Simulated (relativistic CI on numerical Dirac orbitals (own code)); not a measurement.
**A ladder of approximations for the levels of Ru+**

Calculated with a relativistic CI code on KLI orbitals (one set per configuration, finite nucleus), adding one ingredient at a time: step 1, Dirac-Coulomb, each configuration alone; step 2, with Breit and QED terms; step 3, with configuration mixing; step 4, with scaled Slater integrals (0.85); step 5, with a P86 correlation estimate; step 6, tied to the ionisation limit. P86 is a density functional for the correlation energy, evaluated here for each configuration and added to its levels. Step 6 is semi-empirical: configurations made of the next ion and one excited electron move by 5000 cm⁻¹, so that their limit matches the tabulated ionisation energy, and those with a non-penetrating f or g electron also take the P86 value of the least penetrating other one.

Configurations in the expansion (outside the closed core [Kr]): 4d7, 4d6.5s, 4d6.5p, 4d6.6s, 4d5.5s.5p, 4d6.5d, 4d6.6p, 4d6.4f, 4d6.6d, 4d6.5f, 4d6.6f, 4d5.5s2, 4d4.5s2.5p, 4d4.5s2.6s, 4d4.5s2.5d, 4d4.5s2.6p, 4d4.4f.5s2.

Computed minus measured energy above the ground level, in cm⁻¹, for 4 of the 13 excited levels that pair in every step (one J of a term; a digit in brackets numbers repeated terms):

```tsv
Configuration	Term	J	Measured	Step 1	Step 2	Step 3	Step 4	Step 5	Step 6
4d7	a 4F	7/2	1523	-57	-115	-177	-163	-158	-153
4d7	a 4P	5/2	8257	4523	4497	1695	784	889	1197
4d6.5s	a 6D	9/2	9151	-6018	-5814	-4586	-2482	669	5602
4d6.5s	a 4D	7/2	19379	-790	-582	-326	-427	2677	7793
```

Mean absolute errors in cm⁻¹, over all paired levels and for the configurations:

```tsv
Configuration, levels	Step 1	Step 2	Step 3	Step 4	Step 5	Step 6
all, 13	3504	3429	2353	1367	898	3619
4d7, 6	2239	2266	1039	555	552	696
4d6.5s, 7	4588	4426	3479	2063	1195	6125
```

Measured levels: NIST Handbook of Basic Atomic Spectroscopic Data (Sansonetti and Martin, J. Phys. Chem. Ref. Data 34, 1559 (2005)).

The mean absolute error is lowest at step 5 (898 cm⁻¹), and the largest single drop is from step 2 to 3 (3429 to 2353). Terms of the ground configuration are off by 2239 at first, 1039 with mixing and 555 after scaling, which stands in for the correlation that narrows term splittings. The Breit and QED terms change the top of the ground term (measured 3104) from 3106 to 2994. Mixing lowers the ground level by 1255, with 4d6.5s as its largest admixture; relative to it the configurations that move most are 4d6.5s by +947. The P86 estimate moves 4d6.5s by +3257, and takes the mean absolute error of the excited configurations from 2063 to 1195. Step 6 takes that error from 1195 to 6125; it grows for 4d6.5s. The shift fits the limit, so it does little for low levels whose errors differ from those near the limit.
